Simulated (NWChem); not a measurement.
Species: C₃HBFNO; SMILES C#CB(F)OC#N

```xyz
8

C      2.1462    -1.2964     0.0000
C      0.9614    -1.0399     0.0000
B     -0.5094    -0.6944     0.0000
F     -1.4652    -1.6011     0.0000
O     -0.9789     0.6196     0.0000
C     -0.2063     1.6629     0.0000
N      0.4238     2.6410     0.0000
H      3.1906    -1.5215     0.0000
```
Atoms are numbered in this order, from 1.

Results from NWChem. Medium grid unless said otherwise, to which SCAN and Minnesota functionals are sensitive. All runs use the structure optimised with B3LYP/6-31G* (spherical d).

For level PW6B95/def2-TZVP:

- highest occupied level (eV) = -9.35
- orbital gap (eV) = 7.20

Q: How do the values read with level r2SCAN/def2-TZVP instead?

A: The highest occupied level (eV) is -8.16. The orbital gap (eV) comes out as 5.25.
